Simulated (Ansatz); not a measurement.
Reaction (ligand exchange at a Ge–F bond): `[F][GeH]([Cl])[O][SiH3]` + CH₃OH → `C[O][GeH]([Cl])[O][SiH3]` + H–F

Isolated molecules relaxed with PBE0-D4/def2-TZVP in Ansatz; ΔE leaves out vibrations. CCSD(T)/CBS is the MP2 limit (def2-TZVPP, def2-QZVPP) plus CCSD(T) − MP2 in def2-TZVPP, frozen cores. This one scheme is used for every species. Functionals use def2-TZVPP. B3LYP here is the variant with VWN-RPA as its local correlation; programs differ in this. For Ge outer-core shells are correlated without core-valence functions, which leaves a few kJ/mol of doubt a bond. Scalar relativity is left out up to krypton. One conformer a species, not always the lowest.

`[F][GeH]([Cl])[O][SiH3]`:

Z-matrix (Å, degrees):
```
Ge
Cl 1 2.125
O 1 1.736 2 109.9
F 1 1.724 2 106.0 3 115.6
H 1 1.520 2 112.8 3 -124.3
Si 3 1.651 1 136.5 2 57.0
H 6 1.485 3 110.4 1 -22.0
H 6 1.482 3 107.6 1 -142.1
H 6 1.483 3 109.4 1 98.7
```

CH₃OH:

```xyz
6

C     0.317   -0.125   -0.104
O    -0.896   -0.101    0.613
H     0.851   -1.025    0.202
H     0.952    0.741    0.118
H     0.160   -0.176   -1.189
H    -1.384    0.685    0.360
```

`C[O][GeH]([Cl])[O][SiH3]`:

Z-matrix (Å, degrees):
```
C
O 1 1.414
H 1 1.091 2 107.5
H 1 1.096 2 111.6 3 118.7
H 1 1.095 2 111.8 3 -119.0
Ge 2 1.751 1 120.6 3 176.0
O 6 1.750 2 110.5 1 60.3
Cl 6 2.147 2 108.7 1 -56.9
H 6 1.519 2 108.7 1 -178.9
Si 7 1.642 6 139.3 2 -76.2
H 10 1.486 7 111.0 6 -28.9
H 10 1.487 7 109.6 6 91.4
H 10 1.483 7 108.1 6 -149.5
```

H–F:

```xyz
2

F     0.127   -0.303    0.322
H    -0.127    0.303   -0.322
```

```csv
level,ΔE (kJ/mol),difference from CCSD(T)/CBS
PBE-D4,23.2,6.6
B3LYP-D4,23.1,6.5
B2PLYP,28.4,11.8
PBE,31.4,14.8
B3LYP,36.0,19.4
HF/def2-TZVPP,39.2,22.6
MP2/def2-TZVPP,14.8,-1.8
MP2/def2-QZVPP,14.3,-2.3
MP2/CBS(def2),13.0,-3.6
CCSD/CBS(def2),19.8,3.2
CCSD(T)/CBS,16.6,0
```

Largest T1 diagnostic among the species: 0.012.

In def2-TZVPP, CCSD(T) changes the Hartree–Fock value by −20.8 kJ/mol (the triples alone add −3.2 kJ/mol) and MP2 by −24.4 kJ/mol. The D4 term adds −12.9 kJ/mol with B3LYP and −7.5 kJ/mol with PBE0; it sums over pairs of atoms, weighted by their polarisabilities, and B3LYP, whose exchange is more repulsive, gets the larger term.
